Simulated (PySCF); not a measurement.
FNa. Atoms are numbered in the order given.

```xyz
2

Na     0.0000     0.0000    -0.8775
F      0.0000     0.0000     1.0725
```

The structure is a stationary point at PBE-D3(BJ)/def2-TZVPD.

The numbers are results of PBE-D3(BJ)/def2-TZVPD in PySCF 2.14.0, not measurements.

Frequencies are harmonic and unscaled.

| mode | ν (cm⁻¹) | IR (km/mol) | moving atoms (share of kinetic energy) |
|---|---|---|---|
| 1 | 510 | 59.0 | F 55 %, Na 45 % |
